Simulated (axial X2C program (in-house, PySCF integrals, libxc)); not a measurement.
A run on CoGa⁺ without results

A two-component calculation with an in-house all-electron X2C program for linear molecules (integrals from PySCF).

Input and command:
```json
{"zs": [31, 27], "q": 1, "bas": ["dyall-cv3z", "dyall-cv3z"], "r0": 2.35, "eom": "ip", "rq": 0, "thr": -1.0, "nmax": 95, "grid": [1, 0.96, 1.045, 0.92, 1.09, 1.15]}
```
```bash
python soeom.py task.json out
```

Keys: zs atomic numbers; q charge; bas basis sets; r0 starting distance in Å; eom kind of EOM run; rq charge at which the geometry is sought; thr threshold in hartree for freezing inner shells (an s shell follows its p shell); nmax most natural virtual spinors; grid distances as factors.

Outcome:

The program refused: none of the low determinants of the reference species is a closed shell, which the EOM method needs.
